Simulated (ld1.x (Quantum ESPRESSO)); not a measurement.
# Before and after: RRKJ potential for zinc (Zn)

- Element: Zn (Z = 30)
- Generator: ld1.x (Quantum ESPRESSO) 7.5
- Type: norm-conserving RRKJ (Kleinman–Bylander form)
- Functional: BP86
- Relativity: scalar-relativistic
- Frozen core: [Ar]
- Valence charge: 12
- Reference configuration: 3d10 4s2 4p0
- Partial waves: 4p (bound, empty): rc 2.75 bohr; 3d (bound): rc 0.75 bohr; 4s (bound): rc 2.25 bohr
- Local potential: the s channel
- Core correction: none
- rho0: 0.005

Change: wave 4s (bound): rc 2.25 bohr becomes 4s (bound): rc 2.92 bohr.

Cutoffs: the cutoffs (Ry, on a coarse ladder) from which the occupation-weighted sum of valence levels, in a spherical-Bessel basis at the reference potential, stays within 10 and 1 mRy of its value at 400 Ry; they do not see the model core or the augmentation charge, which bear on the density cutoff. Errors are all-electron minus pseudo energies relative to the spin-unpolarised reference configuration.

Q: How do hardness, ghosts and transferability respond?

A: Of the 7 tests that both files solve, the error grows in 5 and shrinks in 1 by more than 15 % and 0.3 meV (median size 37.1 → 98.5 meV); neither file shows a bound ghost.

```csv
quantity,base,changed
"cutoff, loose",300 Ry,300 Ry
"cutoff, tight",over 300 Ry,over 300 Ry
loose cutoff by channel (10 mRy a level),"d 260 Ry, s 8 Ry","d 260 Ry, s 6 Ry"
bound ghosts,none,none
"error for 3d10 4s1 4p0, meV [ΔE 10.09 eV]",-5.5,-5.6
"error for 3d10 4s0 4p0, meV [ΔE 28.61 eV]",-37,-99
"error for 3d9 4s0 4p0, meV [ΔE 69.22 eV]",-386,-877
"error for 3d8 4s0 4p0, meV [ΔE 131.09 eV]",-2150,-3289
"error for 3d10 4s0 4p1, meV [ΔE 16.46 eV]",-17,-83
"error for 3d10 4s0 4p2, meV [ΔE 10.63 eV]",-12,-67
"error for 3d9 4s2 4p1, meV [ΔE 12.26 eV]",-452,-355
```
